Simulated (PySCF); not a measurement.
# Worked example: entropy of an ideal gas

BHN, SMILES B=[N] (connectivity only; charge and spin as stated), charge -1, multiplicity 1.

The structure is a stationary point at B3LYP-D3(BJ)/def2-TZVPD. The spin state was assumed, not searched. The isomer is the one that the SMILES or the coordinates give; other isomers of the formula were not compared.

B3LYP-D3(BJ)/def2-TZVPD (PySCF) gives the harmonic wavenumbers 664, 664, 1749, 2730 cm⁻¹ and the rotational temperature 1.8383 K. The molar mass is 25.82 g/mol, the symmetry number 1, the spin multiplicity 1.

Task: Work out the entropy at 298.15 K and 1 atm in the rigid-rotor, harmonic-oscillator model.

Result: 
Translation (Sackur–Tetrode at 1 atm): S = R[1.5 ln M + 2.5 ln T − 1.16487] = 149.3 J/(mol K).
Rotation: q = T/(σ θ) = 162, S = R[ln q + 1] = 50.6 J/(mol K).
Vibration: with u = 1.4388 ν/T, each mode gives R[u/(e^u − 1) − ln(1 − e^−u)]:
```json
[
 {"ν (cm⁻¹)": "664", "modes": "2", "u": "3.20", "S (J/(mol K))": "2.94"},
 {"ν (cm⁻¹)": "1749", "modes": "1", "u": "8.44", "S (J/(mol K))": "0.02"}
]
```
The stiffer modes add less than 0.005 each. Sum 3.0 J/(mol K).
Spin: R ln 1 = 0.0 J/(mol K).
Total 202.9 J/(mol K); the program's own thermochemistry gives 202.9. Translation makes up 74 % and vibration 1 %. Anharmonicity, hindered rotation and orbital degeneracy are left out.
